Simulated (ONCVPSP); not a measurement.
## Ni: variants of one ONCV potential

Base potential:

- Element: Ni
- Generator: ONCVPSP 4.0.1
- Type: optimised norm-conserving Vanderbilt (ONCV)
- Functional: PBE
- Relativity: scalar-relativistic
- Frozen core: [Ne]
- Valence charge: 18
- Reference configuration: 3s2 3p6 3d8 4s2
- Partial waves: 3s+4s: rc 1.20 bohr, ncon 3, nbas 7, qcut 11.7 1/bohr, 2 projectors; 3p: rc 1.10 bohr, ncon 3, nbas 7, qcut 12.8 1/bohr, 1 projector; 3d: rc 1.70 bohr, ncon 3, nbas 7, qcut 8 1/bohr, 1 projector
- Local potential: polynomial inside 1.05 bohr (lpopt 5, dvloc0 0 Ha)
- Core correction: Teter function, parameters optimised by the program

All-electron outer shells of the reference configuration (PBE, scalar-relativistic, ld1.x):

```csv
shell,level (eV),outermost node (bohr),outermost maximum (bohr)
2p,-844.68,–,0.16
3s,-111.06,0.30,0.64
3p,-71.39,0.27,0.65
3d,-8.87,–,0.63
4s,-5.64,0.92,2.24
```

Cutoffs, loose and tight: the cutoffs (Ha) at which the residual kinetic energy of the hardest occupied pseudo-wave falls to 1 and 0.1 mHa per electron. They do not see the model core or the augmentation charge, which bear on the density cutoff. Test errors are all-electron minus pseudo excitation energies from the reference, over the configurations 3s2 3p6 3d8 4s1; 3s2 3p6 3d8 4s0; 3s2 3p6 3d7 4s0; 3s1 3p6 3d8 4s2. A dash means not determined; rows that change the core or the reference have their own tests.

```json
{"change": "base", "outcome": "generated", "cutoff, loose": "43 Ha", "cutoff, tight": "52 Ha", "bound ghosts": "none", "GHOST(+) flags above zero": "none", "largest test error (meV)": "-977"}
{"change": "p: qcut 10.6", "outcome": "generated", "cutoff, loose": "43 Ha", "cutoff, tight": "52 Ha", "bound ghosts": "none", "GHOST(+) flags above zero": "none", "largest test error (meV)": "-980"}
{"change": "p: qcut 13.9", "outcome": "generated", "cutoff, loose": "43 Ha", "cutoff, tight": "52 Ha", "bound ghosts": "none", "GHOST(+) flags above zero": "none", "largest test error (meV)": "-977"}
{"change": "p: qcut 16.4", "outcome": "generated", "cutoff, loose": "62 Ha", "cutoff, tight": "84 Ha", "bound ghosts": "none", "GHOST(+) flags above zero": "none", "largest test error (meV)": "-985"}
```

(1) What comes out with this change to the base: p: qcut 8.2?

(2) What comes out with this change to the base: p: qcut 19.3?

Results:

(1) outcome: generated; cutoff, loose: 43 Ha; cutoff, tight: 128 Ha; bound ghosts: none; GHOST(+) flags above zero: none; largest test error (meV): -996.

(2) outcome: generated; cutoff, loose: 77 Ha; cutoff, tight: 97 Ha; bound ghosts: none; GHOST(+) flags above zero: none; largest test error (meV): -990.

Reading the sweep of the qcut of the p channel (base included, trends over the rows without a ghost): The loose cutoff rises from 43 Ha at 8.2 to 77 Ha at 19.3 1/bohr. The waves are optimised to have the least kinetic energy above qcut, so the cutoff follows it (qcut²/2 in Ha). The median size of the test errors (rows with all tests solved) stays near 16.6 meV.
